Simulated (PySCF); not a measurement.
C₂H₁₁NSi₃, SMILES C[SiH2][Si@H]1[SiH2]NC1.

Geometry optimised at r2SCAN-D4/def2-SVP. The structure was generated by enumeration; whether it is a known compound was not checked. One conformer was computed; it need not be the lowest.

Computed with TDA-PBE/def2-SVPD run with PySCF.

Vertical excitations. 

Computed excitation energies, oscillator strengths and character:
```tsv
state	energy (eV)	λ (nm)	f	main pairs
S1	4.22	294	0.001	HOMO→LUMO 99 %
S2	4.61	269	0.000	HOMO→LUMO+1 98 %
S3	5.05	245	0.003	HOMO→LUMO+2 78 %, HOMO→LUMO+3 20 %
S4	5.29	234	0.003	HOMO→LUMO+3 76 %, HOMO→LUMO+2 17 %
S5	5.41	229	0.004	HOMO→LUMO+4 97 %
S6	5.62	221	0.096	HOMO−1→LUMO 48 %, HOMO−1→LUMO+1 32 %, HOMO−2→LUMO 11 %
T1	4.13	300	0	HOMO→LUMO 99 %
T2	4.42	281	0	HOMO→LUMO+1 98 %
```
Triplets are in the Tamm–Dancoff approximation.
